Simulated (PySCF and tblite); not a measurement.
The numbers below are computed, except where a source is named.
C8H5FOS, numbered as in [OH:1][c:2]1[s:3][c:4]2[cH:5][cH:6][cH:7][cH:8][c:9]2[c:10]1[F:11].

First level. Conformers came from 60 starts (ETKDG and KDG, MMFF94s, GFN2-xTB); geometries are GFN2-xTB. Energies: PBE0-D3(BJ)/def2-SVP (IEF-PCM, dimethylsulfoxide), with GFN2-xTB thermal terms (modes under about 100 cm⁻¹ blended into free rotors). Symmetry numbers and mirror images are counted. Conformers within 2.5 kcal/mol (GFN2-xTB free energy) were kept, 2 at most. GIAO shieldings: KT2/pcSseg-1 (IEF-PCM, dimethylsulfoxide). Shifts are against TMS (¹H), TMS (¹³C) at the same level. (PySCF 2.14, tblite 0.8.)

It gives, at 298.15 K, with 2 conformers (largest weight 78 %): ¹H: 7.75 (H5, 1H), 7.69 (H8, 1H), 7.53 (H7, 1H), 7.37 (H6, 1H) ppm. ¹³C: 145.8 (C2), 136.4 (C10), 124.1 (C9), 121.3 (C4), 120.8 (C7), 119.1 (C5), 118.6 (C6), 113.2 (C8) ppm.

Second level: GFN2-xTB geometries, energies PBE0-D3(BJ)/pcSseg-1 (IEF-PCM, methanol), shieldings PBE0/pcSseg-1 (IEF-PCM, methanol), on up to 2 of the same conformers.

(1) How do the averaged shifts change?

Other tautomers (keto or thione forms) aren't considered and may dominate. H on N, O and S are left out: they exchange, and hydrogen bonds move them by several ppm. Shifts are unscaled: against experiment ¹³C can be off by 15 ppm or more and ¹H by 0.8 ppm.

## Answers

(1) 
```tsv
signal	first	second	change (ppm)
H5	7.75	8.12	0.36
H6	7.37	7.75	0.38
H7	7.53	7.92	0.39
H8	7.69	8.06	0.37
C2	145.8	155.0	9.3
C4	121.3	132.3	11.0
C5	119.1	129.8	10.7
C6	118.6	129.7	11.0
C7	120.8	132.1	11.2
C8	113.2	124.1	10.9
C9	124.1	134.1	10.0
C10	136.4	142.8	6.5
```

The largest weight becomes 79 %.


Conformer gaps in def2-SVP or pcSseg-1 on xTB geometries can be 2 kcal/mol off for S=O, P=O and other polar bonds.